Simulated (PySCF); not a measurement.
**Basis and Hamiltonian dependence of the excitation energy of Ne²⁺**

Ne²⁺ [He] 2s2 2p4 (3P) → Ne²⁺ [He] 2s1 2p5 (3P). All values are computed (PySCF 2.14, energy differences of UHF-based or UKS calculations, no spin-orbit coupling). Values in eV.

| basis | Hamiltonian | functions | UHF | LDA | PBE0 | MP2 (valence) | CCSD(T) (valence) | CCSD(T) (valence and next inner shell) |
| --- | --- | --- | --- | --- | --- | --- | --- | --- |
| aug-cc-pVDZ-DK | spin-free X2C | 23 | 26.861 | 22.937 | 24.199 | 25.959 | 25.655 | n/a |
| x2c-TZVPPall | spin-free X2C | 31 | 26.644 | 22.736 | 23.989 | 25.671 | 25.445 | 25.413 |
| def2-TZVPPD | non-relativistic | 40 | 26.486 | 22.584 | 23.833 | 25.511 | 25.264 | 25.231 |
| dyall-av2z | non-relativistic | 42 | 26.479 | 22.592 | 23.837 | 25.543 | 25.260 | n/a |
| aug-cc-pVTZ | non-relativistic | 46 | 26.545 | 22.647 | 23.895 | 25.560 | 25.308 | n/a |
| aug-cc-pCVTZ-DK | spin-free X2C | 59 | 26.701 | 22.798 | 24.048 | 25.730 | 25.478 | 25.418 |
| aug-cc-pwCVTZ | non-relativistic | 59 | 26.545 | 22.648 | 23.894 | 25.574 | 25.327 | 25.264 |
| dyall-av3z | spin-free X2C | 71 | 26.634 | 22.734 | 23.983 | 25.686 | 25.437 | n/a |
| cc-pV5Z | non-relativistic | 91 | 26.479 | 22.583 | 23.830 | 25.481 | n/a | n/a |
| aug-cc-pVQZ with one added diffuse shell each of s, p, d, f, g type | non-relativistic | 105 | 26.495 | 22.600 | 23.848 | 25.496 | n/a | n/a |
| aug-cc-pwCVQZ | non-relativistic | 109 | 26.495 | 22.598 | 23.845 | 25.503 | n/a | n/a |

Problem. Estimate the row for x2c-QZVPPall (spin-free X2C, 57 functions).

Solution. From the rows with the same Hamiltonian and similar size; the calculation gives UHF 26.64; LDA 22.74; PBE0 23.99; MP2 (valence) 25.63; CCSD(T) (valence) 25.40; CCSD(T) (valence and next inner shell) 25.35 (eV).

Frozen in the all-electron rows: valence: 1s2; valence and next inner shell: nothing.
